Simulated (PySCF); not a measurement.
C₃H₃BF₂O, SMILES C1(B(F)F)OCC=1.

Geometry: PBE-D3(BJ)/def2-SVP. This is a generated structure with no PubChem entry under its InChIKey; it may be hypothetical. One conformer was computed; it need not be the lowest.

Two levels are set side by side: PBE/def2-TZVP (PySCF) and r2SCAN/def2-TZVP (PySCF). Same geometry, gas phase. Differences are taken from unrounded values.

```json
[
 {"quantity": "orbital gap (eV)", "r2SCAN": "3.80"},
 {"quantity": "highest occupied level (eV)", "r2SCAN": "-6.15"},
 {"quantity": "lowest empty level (eV)", "r2SCAN": "-2.34"},
 {"quantity": "dipole moment (D)", "r2SCAN": "2.85"},
 {"quantity": "mean polarisability (bohr³)", "r2SCAN": "51.3"}
]
```

Question: What does PBE give, and how far is it from r2SCAN? (Estimate from the structure and the level; the computed values follow.)

Answer: 
| quantity | PBE | PBE minus r2SCAN |
|---|---|---|
| orbital gap (eV) | 3.42 | -0.39 |
| highest occupied level (eV) | -5.92 | 0.23 |
| lowest empty level (eV) | -2.50 | -0.16 |
| dipole moment (D) | 2.74 | -0.10 |
| mean polarisability (bohr³) | 52.7 | 1.4 |

Rough cost on one machine, each run with all the roots and properties that it gave: r2SCAN against PBE about 4 times.
